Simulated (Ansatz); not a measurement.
Cost and result for the atomization energy of FH4NSn (`[NH2][SnH2][F]`) (7 atoms, 6 bonds).

Total charge 0; spin multiplicity 1. Correlated methods include outer-core shells of Sn, which these sets cover unevenly. Sn: def2 effective core potential. The geometry is a stationary point of PBE0-D4/def2-TZVP. It is one conformer, not always the lowest. Program: Ansatz. All runs use 2 threads of a server CPU on a shared host. Times are those of one run each, without the atoms' runs, and a repeat can differ threefold. Electronic energies, without spin–orbit coupling; frozen cores. CCSD(T)/CBS adds CCSD(T) − MP2 in def2-TZVPP to the MP2 limit, and its time is that of the two runs behind it. T1 = 0.013. With those shells the extrapolation isn't a true limit. HSE06 is the plane-wave form, built on full-range PBE exchange.

CCSD(T)/CBS is a level of theory with its own doubt, some kJ/mol a heavy atom from the limit and from the frozen cores, so smaller differences don't rank the functionals.

```json
{"level": "LDA (SPW92)/def2-TZVPP", "functions": "168", "wall time": "0.45 s", "atomization (kJ/mol)": "2340.9", "difference from CCSD(T)/CBS": "289.9", "per bond": "48.3"}
{"level": "revPBE-D4/def2-TZVPP", "functions": "168", "wall time": "0.65 s", "atomization (kJ/mol)": "1986.9", "difference from CCSD(T)/CBS": "-64.1", "per bond": "-10.7"}
{"level": "BLYP-D4/def2-TZVPP", "functions": "168", "wall time": "0.7 s", "atomization (kJ/mol)": "2031.7", "difference from CCSD(T)/CBS": "-19.3", "per bond": "-3.2"}
{"level": "HSE06-D4/def2-TZVPP", "functions": "168", "wall time": "0.95 s", "atomization (kJ/mol)": "1991.4", "difference from CCSD(T)/CBS": "-59.6", "per bond": "-9.9"}
{"level": "CAM-B3LYP-D4/def2-TZVPP", "functions": "168", "wall time": "1.1 s", "atomization (kJ/mol)": "2042.5", "difference from CCSD(T)/CBS": "-8.5", "per bond": "-1.4"}
{"level": "CCSD(T)/def2-SVP", "functions": "74", "wall time": "1.1 s", "atomization (kJ/mol)": "1838.7", "difference from CCSD(T)/CBS": "-212.3", "per bond": "-35.4"}
{"level": "r2SCANh-D4/def2-TZVPP", "functions": "168", "wall time": "1.2 s", "atomization (kJ/mol)": "1989.1", "difference from CCSD(T)/CBS": "-61.9", "per bond": "-10.3"}
{"level": "PBE-QIDH/def2-TZVPP", "functions": "168", "wall time": "1.7 s", "atomization (kJ/mol)": "1975.8", "difference from CCSD(T)/CBS": "-75.2", "per bond": "-12.5"}
{"level": "B97M-V/def2-TZVPP", "functions": "168", "wall time": "2.2 s", "atomization (kJ/mol)": "2051.0", "difference from CCSD(T)/CBS": "0.0", "per bond": "0.0"}
{"level": "ωB97M-V/def2-TZVPP (with forces)", "functions": "168", "wall time": "3.1 s", "atomization (kJ/mol)": "2028.8", "difference from CCSD(T)/CBS": "-22.2", "per bond": "-3.7"}
{"level": "MP2/def2-QZVPP", "functions": "316", "wall time": "4.2 s", "atomization (kJ/mol)": "2026.0", "difference from CCSD(T)/CBS": "-25.0", "per bond": "-4.2"}
{"level": "CCSD(T)/def2-TZVPP", "functions": "168", "wall time": "18 s", "atomization (kJ/mol)": "1973.0", "difference from CCSD(T)/CBS": "-78.0", "per bond": "-13.0"}
{"level": "CCSD(T)/CBS(def2)", "functions": "–", "wall time": "22 s", "atomization (kJ/mol)": "2051.0", "difference from CCSD(T)/CBS": "0.0", "per bond": "0.0"}
```

In def2-TZVPP, CCSD(T) changes the Hartree–Fock value by +636.9 kJ/mol (the triples alone add +34.6 kJ/mol) and MP2 by +641.8 kJ/mol; breaking electron pairs costs correlation energy, which Hartree–Fock lacks. At CCSD(T), def2-SVP lies −212.3 kJ/mol from the extrapolated value and def2-TZVPP −78.0 kJ/mol: correlation converges slowly with the basis, and small sets miss more of it in the bonded molecule than in its fragments. From PBE to PBE0 (25 % exact exchange), in def2-TZVPP and without D4, the atomization energy moves by −53.9 kJ/mol: exact exchange takes away binding that semilocal exchange gives to molecules.

Spin–orbit coupling would lower the free Sn atoms strongly, and the atomization energy with them, by more than many differences here. For some Ge, Se and Sn compounds the MP2-based and the directly extrapolated limit differ by 10 to 25 kJ/mol.
